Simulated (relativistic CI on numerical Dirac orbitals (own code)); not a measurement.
## Energy levels of Pb XXVIII

Computed by Dirac-Coulomb-Breit CI, separate exchange-only KLI orbitals for each configuration, model QED, unscaled Slater integrals (own radial code, finite nucleus).

Configurations in the expansion (outside the closed core [Ar] 3d10): 4s2 4p6 4d10 4f9, 4s2 4p6 4d10 4f8 5s, 4s2 4p6 4d9 4f10, 4s2 4p6 4d10 4f7 5s2, 4s2 4p6 4d10 4f8 5p, 4s2 4p6 4d8 4f11, 4s2 4p6 4d10 4f8 5d, 4s2 4p5 4d10 4f10, 4s2 4p6 4d10 4f8 6s, 4p6 4d10 4f11. Levels of other configurations are missing.

```tsv
No.	Configuration	Term	J	E (cm⁻¹)	%	Next component (%)	Landé g
41	4s2 4p6 4d10 4f9	4L°	17/2	120568.4	52	27 2L°	1.068
42	4s2 4p6 4d10 4f9	4K°	13/2	120869.2	31	24 2I°	1.055
43	4s2 4p6 4d10 4f9	4G°	11/2	121787.7	31	25 4I°	1.117
44	4s2 4p6 4d10 4f9	4G°	9/2	126922.7	27	25 4H°	1.037
45	4s2 4p6 4d10 4f9	4L°	13/2	129485.2	43	24 4I°	0.945
46	4s2 4p6 4d10 4f9	2K°	15/2	132352.1	33	33 4K°	1.086
47	4s2 4p6 4d10 4f9	6P°	3/2	132721.8	37	30 4F°	1.324
48	4s2 4p6 4d10 4f9	4H°	7/2	134197.4	37	29 2G°	0.873
49	4s2 4p6 4d10 4f9	4I°	13/2	134874.3	52	20 2I°	1.070
50	4s2 4p6 4d10 4f9	4I°	9/2	135354.2	32	20 4F°	1.016
51	4s2 4p6 4d10 4f9	2M°	19/2	138661.5	49	30 2N°	1.039
52	4s2 4p6 4d10 4f9	4G°	9/2	138802.7	59	11 4F°	1.134
53	4s2 4p6 4d10 4f9	2N°	21/2	138810.1	44	35 2O°	1.033
54	4s2 4p6 4d10 4f9	4K°	11/2	139034.3	44	22 2I°	0.899
55	4s2 4p6 4d10 4f9	4F°	7/2	140011.4	51	20 4H°	1.079
56	4s2 4p6 4d10 4f9	4G°	5/2	140549.6	46	32 4F°	0.872
57	4s2 4p6 4d10 4f9	4L°	15/2	141857.4	48	19 4I°	1.011
58	4s2 4p6 4d10 4f9	4I°	11/2	144789.3	23	22 2I°	1.030
59	4s2 4p6 4d10 4f9	4D°	7/2	146984.0	45	14 4G°	1.237
60	4s2 4p6 4d10 4f9	2H°	9/2	147212.1	29	24 4F°	1.003
61	4s2 4p6 4d10 4f9	4F°	5/2	148851.5	49	14 6F°	1.122
62	4s2 4p6 4d10 4f9	4M°	15/2	151499.7	32	23 2K°	1.000
63	4s2 4p6 4d10 4f9	2L°	17/2	152459.3	52	25 2M°	1.028
64	4s2 4p6 4d10 4f9	4D°	1/2	152733.2	35	34 4P°	0.813
65	4s2 4p6 4d10 4f9	4G°	11/2	153480.1	43	17 4I°	1.126
66	4s2 4p6 4d10 4f9	4G°	9/2	154562.9	56	11 2H°	1.108
67	4s2 4p6 4d10 4f9	4P°	5/2	154643.0	26	18 2D°	1.126
68	4s2 4p6 4d10 4f9	4D°	3/2	156198.3	28	20 4F°	1.188
69	4s2 4p6 4d10 4f9	4G°	7/2	157764.0	53	13 4F°	1.078
70	4s2 4p6 4d10 4f9	4K°	15/2	158733.2	39	26 4I°	1.084
71	4s2 4p6 4d10 4f9	4H°	11/2	159269.5	36	34 4I°	1.048
72	4s2 4p6 4d10 4f9	2O°	23/2	159348.4	100		1.040
73	4s2 4p6 4d10 4f9	4P°	3/2	161443.2	39	22 2P°	1.486
74	4s2 4p6 4d10 4f9	4H°	13/2	161556.9	52	17 4I°	1.127
75	4s2 4p6 4d10 4f9	2F°	5/2	162699.2	45	27 4G°	0.864
76	4s2 4p6 4d10 4f9	2H°	11/2	163482.2	34	27 2I°	1.007
77	4s2 4p6 4d10 4f9	4H°	9/2	163941.0	31	27 2G°	1.034
78	4s2 4p6 4d10 4f9	4P°	5/2	167371.7	19	17 6P°	1.267
79	4s2 4p6 4d10 4f9	2K°	13/2	169967.6	44	22 2I°	0.959
80	4s2 4p6 4d10 4f9	2F°	7/2	170807.0	48	18 4F°	1.088
81	4s2 4p6 4d10 4f9	4K°	17/2	171093.0	39	25 2L°	1.076
82	4s2 4p6 4d10 4f9	2D°	3/2	172593.9	32	31 2P°	0.912
83	4s2 4p6 4d10 4f9	2K°	13/2	173296.2	42	22 4K°	1.014
84	4s2 4p6 4d10 4f9	4H°	9/2	174130.0	34	24 2H°	1.017
85	4s2 4p6 4d10 4f9	4D°	5/2	174659.8	31	26 2F°	1.120
86	4s2 4p6 4d10 4f9	2N°	19/2	175194.4	58	33 2M°	0.995
87	4s2 4p6 4d10 4f9	4H°	7/2	175318.9	50	18 2G°	0.854
88	4s2 4p6 4d10 4f9	2H°	11/2	177285.7	54	15 4G°	1.080
89	4s2 4p6 4d10 4f9	4K°	17/2	177708.1	35	34 2M°	1.057
90	4s2 4p6 4d10 4f9	4P°	3/2	178337.2	24	21 2D°	1.359
91	4s2 4p6 4d10 4f9	2L°	15/2	179902.1	35	24 2K°	1.029
92	4s2 4p6 4d10 4f9	2G°	7/2	182494.5	25	24 4D°	1.094
93	4s2 4p6 4d10 4f9	2P°	1/2	183636.4	69	25 4D°	0.570
94	4s2 4p6 4d10 4f9	2D°	3/2	183669.0	25	21 4P°	1.206
95	4s2 4p6 4d10 4f9	4H°	13/2	184623.7	40	30 2I°	1.095
96	4s2 4p6 4d10 4f9	2H°	11/2	184904.6	36	22 2I°	1.014
97	4s2 4p6 4d10 4f9	2H°	9/2	184954.0	53	13 2G°	0.990
98	4s2 4p6 4d10 4f9	2H°	9/2	185565.9	31	22 4F°	1.035
99	4s2 4p6 4d10 4f9	4G°	5/2	187149.5	36	17 4F°	0.985
100	4s2 4p6 4d10 4f9	2G°	7/2	187901.6	40	23 4G°	1.041
101	4s2 4p6 4d10 4f9	2I°	13/2	188956.1	40	31 4K°	1.014
102	4s2 4p6 4d10 4f9	2L°	17/2	192812.2	48	27 2M°	1.043
103	4s2 4p6 4d10 4f9	2I°	11/2	193124.0	27	24 4H°	1.067
104	4s2 4p6 4d10 4f9	2F°	7/2	194044.6	29	23 4H°	1.063
105	4s2 4p6 4d10 4f9	4H°	9/2	194983.4	32	27 4I°	0.922
106	4s2 4p6 4d10 4f9	2K°	15/2	195724.4	44	31 2L°	1.025
107	4s2 4p6 4d10 4f9	4K°	13/2	197102.8	32	24 2K°	1.016
108	4s2 4p6 4d10 4f9	2O°	21/2	197814.6	63	34 2N°	0.989
109	4s2 4p6 4d10 4f9	2D°	5/2	199187.1	51	25 2F°	1.122
110	4s2 4p6 4d10 4f9	4P°	1/2	200488.7	65	28 4D°	1.783
```

Energies count from the lowest computed level; ° marks odd parity.

The mean weight of the leading LS term, summed over parents, in these 70 levels is 41 %, and that of the leading jj configuration (from the same eigenvectors) 57 %, so jj coupling describes them better and the LS labels are nominal.

At this charge energies of transitions that change n are usually good to better than 1 %, and those within a shell (Δn = 0) to a few per cent. Terms inside the open d or f shell come out 10 to 20 % too wide with unscaled integrals.

LS names give the leading component of a level, which can be under half, so a name can repeat, a term be missing and a line seem to break the LS rules.
